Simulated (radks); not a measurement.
The nitrogen ion N2+, 5 electrons, occupied as 2s2 2p1 3s2 (not the ground configuration). Calculated with a radial shooting solver on a logarithmic mesh with Libxc functionals: non-relativistic Kohn-Sham, BP86, spin-polarised, spherical densities, point nucleus; open shells are filled with parallel spins first.

Normalised radial functions P(r) = r R(r), r in bohr:

r	2p down
0.0247	0.0124
0.0309	0.0190
0.03866	0.0289
0.04836	0.0437
0.06051	0.0656
0.0757	0.0973
0.0947	0.1424
0.1194	0.2076
0.1494	0.2926
0.1869	0.4018
0.2339	0.5350
0.2926	0.6866
0.366	0.8438
0.4579	0.9832
0.5729	1.0715
0.7225	1.0661
0.9039	0.9513
1.131	0.7472
1.415	0.5042
1.77	0.2858
2.214	0.1319
2.77	0.0467
3.466	0.0118
4.371	0.0018
5.468	0.0002
6.841	0.0000
8.559	0.0000

2p down (empty): eigenvalue -72.720 eV, 0 radial nodes, <r> = 0.823 bohr, 90 % of the charge inside 1.34 bohr.
